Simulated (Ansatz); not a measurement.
Ansatz (a program for electronic structure) input (RI-MP2/cc-pV(T+d)Z):
A basis named .json is the Basis Set Exchange file of that set.

Ansatz 0.2 input:
```yaml
crystal:
  periodic: [false, false, false]
  atoms:
    - {symbol: Si, position_ang: [-0.18460834, -0.02616947, -0.03116965]}
    - {symbol: F, position_ang: [-0.22309902, -1.07184191, -1.17353988]}
    - {symbol: F, position_ang: [-0.72073411, -0.54093467, 1.32806104]}
    - {symbol: F, position_ang: [-0.69601402, 1.38031729, -0.43139632]}
    - {symbol: N, position_ang: [1.62224615, 0.22996423, 0.27390337]}
    - {symbol: H, position_ang: [2.09039374, -0.64005237, 0.55167141]}
    - {symbol: H, position_ang: [2.10604464, 0.57633926, -0.56228410]}
    - {symbol: H, position_ang: [1.79097968, 0.91246963, 1.02154066]}
basis:
  gaussian:
    orbitals: cc-pV_T+d_Z.json
    fitting: {mean_field: def2-universal-jkfit, correlation: cc-pVTZ-RIFIT.json}
total_charge: 1
magnetization: {spin_polarized: false}
correlation: {method: mp2, electrons: outside_noble_gas}
```

End of the output:

```
integrals: 0.18 GiB planned
490 factors; integrals over basis functions are off by at most 9.4e-1 eV
mean field: 0.61 GiB planned
mean field evaluation 1: about -17507.1473 eV, gradient 6.6e1 eV
mean field evaluation 2: about -17511.2876 eV, gradient 4.1e1 eV
mean field evaluation 4: about -17513.2598 eV, gradient 1.0e0 eV
mean field evaluation 8: about -17513.2618 eV, gradient 2.0e-6 eV
mean field -17513.26182880 eV, -643.6005012931 hartree, gradient 2.0e-6 eV, S^2 0.000000; 0 other end points of the search recorded, 0 dependent functions left out
9 core orbitals not correlated
536 factors; their error is unknown
reference -17513.26182880 eV, -643.6005012931 hartree; 16, 16 occupied and 176, 176 virtual orbitals, 536 factors
second order -29.27182805 eV of doubles, -0.00000000 eV of singles
Total energy: -17542.53365685 eV, -644.6762211327 hartree
```

It need not be the lowest isomer of its formula.
